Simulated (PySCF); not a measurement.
## B: interval between two levels

B [He] 2s2 2p1 [2P3/2, M_J = 3/2] → B [He] 2s1 2p1 3s1 [4P5/2, M_J = 5/2], as a difference of total energies. Computed with PySCF 2.14 in x2c-TZVPall-2c with one added diffuse shell each of s, p, d type (6s4p3d1f, 40 functions), with the two-component X2C-1e Hamiltonian. Correlated levels: 1s2 frozen. "Screened" scales the spin-orbit matrix elements by Boettger's factors to mimic the two-electron term; Breit and QED terms are absent.

```csv
method,interval between two levels (cm⁻¹)
GHF (spin-free),64480
GMP2 (spin-free),73162
GHF (screened spin-orbit),64483
GMP2 (screened spin-orbit),73165
```

The labels give the starting determinants; with spin-orbit coupling the two ends relaxed to ⟨J²⟩ = 3.76, ⟨L²⟩ = 2.01, ⟨S²⟩ = 0.75 and ⟨J²⟩ = 8.76, ⟨L²⟩ = 2.01, ⟨S²⟩ = 3.75.

The promoted electron is Rydberg-like, and one or two diffuse shells describe it only roughly, which tends to raise the upper state.
